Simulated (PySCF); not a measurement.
BaCl, SMILES [Ba+][Cl], charge +1.

Coordinates come from a B3LYP-D3(BJ)/def2-TZVPD optimisation. The spin state was assumed, not searched. The def2 effective core potentials stand for the cores of Ba; spin–orbit coupling is left out.

Two levels are set side by side: TDA-PBE/def2-TZVPD (PySCF) and TDA-M06-2X/def2-TZVPD (PySCF). Vertical, same geometry. The lowest singlet is HOMO−1→LUMO 100 % with PBE and HOMO−1→LUMO 95 % with the other functional; states are paired by order. Differences are taken from unrounded values.

| quantity | TDA-M06-2X | TDA-PBE | TDA-PBE minus TDA-M06-2X |
|---|---|---|---|
| lowest singlet excitation (eV) | 5.16 | 4.21 | -0.95 |
| lowest triplet excitation (TDA) (eV) | 5.18 | 4.17 | -1.01 |

Functionals without exact exchange tend to place singlet excitations lower, as here. Differences between two approximate levels are no errors against the true value.

Rough cost on one machine, each run with all the roots and properties that it gave: TDA-M06-2X against TDA-PBE about 10 times.
